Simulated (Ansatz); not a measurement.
Ansatz results at the PBE0-D4/def2-TZVP geometry: HOMO energy (PBE/def2-TZVPP) -6.25 eV; HOMO energy (PBE0/def2-TZVPP) -7.67 eV; size of the dipole moment (ωB97M-V/def2-TZVPP) 3.07 D.

Each molecule was computed in one conformer, which needn't be the lowest.

Question: Which molecule gave them?
A. `[CH3][GeH]([NH2])[F]`
B. `[F][GeH2][Br]`
C. `C#[C][GeH]([CH3])[F]`
D. `CC(C)(C)[NH][Ge]([F])([Cl])[Cl]`

Answer: D. The others give `[F][GeH2][Br]`: -7.36, -8.67, 2.18; `C#[C][GeH]([CH3])[F]`: -7.12, -8.35, 2.51; `[CH3][GeH]([NH2])[F]`: -6.33, -7.84, 1.75.
